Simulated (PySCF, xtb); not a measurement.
C₃H₅BO, SMILES B1(O)C=CC1.

GFN2-xTB (xtb) at its own geometry gives an orbital gap of 4.13 eV and a dipole moment of 1.86 D.

The structure is a stationary point at B3LYP-D3(BJ)/def2-SVP. The structure was generated by enumeration, and PubChem lists no compound with its InChIKey, so it may never have been made. Other conformers were not sampled.

Task: What does PySCF with r2SCAN/def2-TZVP give? (The exact figures need the calculation; the answer reports its results.)

Result: gap 5.25 eV (levels -6.69 and -1.44 eV), dipole 1.40 D.
